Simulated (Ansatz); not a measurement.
Geometry optimisation, RKS PBE-D4/def2-SVP in Ansatz 0.2.0.

Input:

```yaml
crystal:
  periodic: [false, false, false]
  atoms:
    - { symbol: Al, position_ang: [-0.7025, 0.1414, -0.3164] }
    - { symbol: Si, position_ang: [1.1122, -0.0277, 1.6916] }
    - { symbol: C, position_ang: [-0.0077, -0.3809, -2.0967] }
    - { symbol: O, position_ang: [-2.1521, -0.2646, 0.3367] }
    - { symbol: H, position_ang: [0.1962, 1.2712, 0.7003] }
    - { symbol: F, position_ang: [-0.3449, 2.1786, 0.1048] }
    - { symbol: H, position_ang: [2.5381, 0.019, 1.3264] }
    - { symbol: H, position_ang: [1.0771, 0.513, 3.0592] }
    - { symbol: H, position_ang: [0.86, -1.4714, 1.8831] }
    - { symbol: H, position_ang: [0.0022, -1.4659, -2.2311] }
    - { symbol: H, position_ang: [-0.6058, 0.0318, -2.9145] }
    - { symbol: H, position_ang: [1.0156, -0.0271, -2.2427] }
    - { symbol: H, position_ang: [-2.9884, -0.5174, 0.6993] }
basis:
  gaussian: { orbitals: def2-SVP }
hamiltonian:
  xc: pbe
  dispersion: d4
relax:
  f_tol: 0.15
  max_steps: 25
  restrain:
    - { distance: [0, 5], at: 3.08, k: 30.0 }
    - { distance: [4, 1], at: 2.72, k: 30.0 }
    - { distance: [0, 1], at: 2.32, k: 30.0 }
    - { distance: [4, 5], at: 0.88, k: 30.0 }
output:
  orbitals: {}
```

Run as:

```bash
$ ansatz run input.yaml --threads 2 --pin off --max-ram 3072MiB --backend cpu --events-out ev --progress --plain --runs-dir out
```

Q: Where does it end, and by what steps?

A: The forces met the threshold. The restraints hold the end off the free minimum; the threshold counts their pulls, which the force column leaves out. Restrained pairs: Al1–F6 (2.11 → 3.07 Å), Si2–H5 (1.87 → 2.72 Å), Al1–Si2 (2.71 → 2.36 Å), H5–F6 (1.21 → 0.92 Å). After 14 steps the energy has fallen by 0.205 eV (the restraints' own energy left out); H5 moved furthest, 1.15 Å.

```
step  energy less start (eV)  largest force component (eV/Å)  accepted
   0                  0.0000                           1.636       yes
   1                  0.3337                           2.055       yes
   2                  0.4368                           2.937       yes
   3                  0.5730                           2.606       yes
   4                  0.2943                           1.731       yes
   5                  0.0968                           0.889       yes
   6                  0.0216                           0.836       yes
   7                 -0.0342                           0.876       yes
   8                 -0.0782                           0.934       yes
   9                 -0.1313                           1.242       yes
  10                 -0.1643                           0.919       yes
  11                 -0.1915                           1.098       yes
  12                 -0.1977                           1.352       yes
  13                 -0.2031                           1.184       yes
  14                 -0.2054                           1.200       yes
```

```xyz
13
Properties=species:S:1:pos:R:3
Al -0.567 -0.406 -0.296
Si 0.941 -0.368 1.514
C -0.005 -0.523 -2.162
O -2.267 -0.458 -0.002
H 0.233 2.249 1.309
F 0.073 2.507 0.440
H 2.358 -0.071 1.087
H 0.576 0.775 2.459
H 0.994 -1.584 2.407
H 0.277 -1.569 -2.413
H -0.820 -0.223 -2.852
H 0.883 0.110 -2.369
H -2.675 -0.440 0.878
```

The run took 84 s on 2 threads of Intel(R) Xeon(R) Processor @ 2.50GHz (Skylake/Cascade Lake) (shared host), peak memory 0.2 GiB.
